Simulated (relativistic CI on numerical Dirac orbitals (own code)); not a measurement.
Eu3+ (4f6) in a crystal field

Calculated by Dirac-Coulomb-Breit CI, separate exchange-only KLI orbitals for each configuration, QED by a radiative potential, valence Slater integrals scaled by 0.85, one configuration in a parametric crystal field (own radial code).

Field parameters in Wybourne normalisation. The field is a parameter set, without covalency.

S and J are read from ⟨S²⟩ = S(S + 1) and ⟨J²⟩ = J(J + 1) of each level; they are not fictitious spins.

D4h, B20 = 870, B40 = 260, B44 = 650, B60 = 280, B64 = 620 cm⁻¹, the lowest 10 levels:

```
E (cm⁻¹)  Degeneracy  Irrep     S     J
     0.0           1     A1  2.94  0.20
     316           2      E  2.95  1.06
     577           1     A2  2.95  1.06
     915           1     B1  2.97  2.02
    1039           1     B2  2.97  2.07
    1139           2      E  2.97  2.05
    1192           1     A1  2.96  1.99
    1882           1     B1  2.98  3.03
    1886           2      E  2.98  3.05
    1988           2      E  2.98  3.01
```

D3d, B20 = 1390, B40 = 50, B43 = 1930, B60 = -140, B63 = 550, B66 = -630 cm⁻¹, the lowest 16 levels:

```csv
E (cm⁻¹),Degeneracy,Irrep,S,J
0.0,1,A1,2.94,0.46
281,2,E,2.95,1.17
670,1,A2,2.95,1.27
861,2,E,2.97,2.10
1207,1,A1,2.97,2.24
1257,2,E,2.97,2.17
1826,1,A2,2.98,3.08
1962,2,E,2.98,3.10
2037,1,A1,2.97,2.94
2130,2,E,2.98,3.08
2160,1,A2,2.97,3.02
2789,2,E,2.98,3.99
2820,1,A1,2.98,4.07
2957,1,A2,2.98,4.05
2971,2,E,2.98,4.02
3272,2,E,2.98,4.07
```

The next free-ion level lies 389 cm⁻¹ above the lowest; the ground level cannot split, and the field only mixes in higher J.

Levels of this model without a field, named by their leading LS term: 7F_0 0, 7F_1 389, 7F_2 1065, 7F_3 1927, 7F_4 2904, 7F_5 3945, 7F_6 5015, 5D_0 16279 cm⁻¹.
